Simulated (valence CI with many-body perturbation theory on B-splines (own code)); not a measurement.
Values are calculated unless marked as measured or tabulated.
**Gd LX: input, log and results**

The program does CI of the valence electrons with many-body perturbation theory for a frozen closed Dirac-Fock core.

Command, and the settings that its task file holds:

```sh
python run_cv.py task.json out
```

```
atom Gd  Z=64  mass_number=158  rms_radius_fm=5.1569
core [He]
valence 2s2 2p1
avg = 1
basis = S
breit = 1
cap = 10000
capref = 1200
cscale = 1
de = 0.0
dress = 0
eps = 2e-08
h = 0.27
hh = 1
l2 = 3
lcore = 6
maxit = 60
n2 = 5
natural = 1
nlev = 21
nno = [3, 3, 3, 2, 1]
nroot = 26
ns = 2
nsp = [3, 3, 2, 1, 0]
pt2 = 1
qed = 1
rpa = 1
s1 = 1
s2 = 1
s3 = 1
screen = 1
tol = 2e-05
```

Log. The first blocks belong to the next ion, which gives the ionisation energy. Fields: 2J, parity (1 odd), roots, reference size, generating configurations, candidates as configurations/state functions, variational space P, stored matrix elements, Davidson steps; e2 is the range of second-order energies in hartree. The first line gives the box (bohr), its intervals, the orbitals and the steps of their self-consistent field. Window is the range of levels sought, series limit the energy at which the first omitted orbital would enter, core excitation an estimate of the first excitation out of the core, left out the lowest levels not solved, and shifts from estimates the range by which levels moved from their first estimate, all in cm⁻¹.

```
rmax 1.0 intervals 53 orbitals 36 references ['2s2 2p', '2s 2p2', '2p3'] scf 2 t 0.8
2J=0 par=0 roots 2 ref 15 generators 3 cand 92/92 P 107/107 nnz 0 it 0
   second order: generators 3 cand 0/0 e2 -0.00000 -0.00000
2J=0 par=1 roots 2 ref 11 generators 3 cand 73/73 P 84/84 nnz 0 it 0
   second order: generators 6 cand 0/0 e2 -0.00000 -0.00000
2J=2 par=1 roots 2 ref 28 generators 2 cand 188/188 P 214/214 nnz 0 it 0
2J=2 par=1 roots 2 ref 28 generators 2 cand 2/2 P 216/216 nnz 0 it 0
   second order: generators 2 cand 0/0 e2 -0.00000 -0.00000
reference levels 291, estimated 197, window 63159601 1/cm; series limit 83656846, core excitation 347697813
2J=1 par=1 roots 8 ref 32 generators 10 cand 133/172 P 1751/2568 nnz 8.3e+05 it 3
2J=1 par=1 roots 8 ref 32 generators 13 cand 208/302 P 1761/2586 nnz 8.4e+05 it 4
   second order: generators 14 cand 212/305 e2 -0.00000 -0.00000
2J=1 par=0 roots 9 ref 34 generators 11 cand 129/164 P 1753/2593 nnz 8.4e+05 it 3
2J=1 par=0 roots 9 ref 34 generators 14 cand 196/261 P 1768/2617 nnz 8.6e+05 it 4
   second order: generators 15 cand 199/266 e2 -0.00000 -0.00000
2J=3 par=1 roots 10 ref 47 generators 14 cand 832/1704 P 1666/3381 nnz 1.5e+06 it 4
2J=3 par=1 roots 10 ref 47 generators 14 cand 470/868 P 1702/3472 nnz 1.6e+06 it 4
   second order: generators 15 cand 434/777 e2 -0.00000 -0.00000
2J=3 par=0 roots 8 ref 45 generators 9 cand 598/1175 P 1587/3197 nnz 1.4e+06 it 4
2J=3 par=0 roots 8 ref 45 generators 11 cand 537/1035 P 1612/3255 nnz 1.4e+06 it 4
   second order: generators 13 cand 512/977 e2 -0.00000 -0.00000
2J=5 par=0 roots 5 ref 39 generators 7 cand 548/1323 P 1453/3140 nnz 1.4e+06 it 4
2J=5 par=0 roots 5 ref 39 generators 10 cand 708/1523 P 1472/3192 nnz 1.4e+06 it 4
   second order: generators 12 cand 862/2015 e2 -0.00000 -0.00000
2J=5 par=1 roots 5 ref 36 generators 6 cand 688/1581 P 1597/3449 nnz 1.6e+06 it 4
2J=5 par=1 roots 5 ref 36 generators 8 cand 527/1155 P 1640/3564 nnz 1.7e+06 it 4
   second order: generators 10 cand 484/1040 e2 -0.00000 -0.00000
2J=7 par=1 roots 2 ref 21 generators 3 cand 416/971 P 1300/2929 nnz 1.3e+06 it 3
2J=7 par=1 roots 2 ref 21 generators 4 cand 334/777 P 1370/3079 nnz 1.4e+06 it 3
   second order: generators 4 cand 264/627 e2 -0.00000 -0.00000
left out: unestimated 91590509, estimated 68795418, shifts from estimates -0 to 7
```

What became of the run, and why?

It gave no result: the setting left no core shell for the response of the core. The program said: "need at least one array to concatenate".
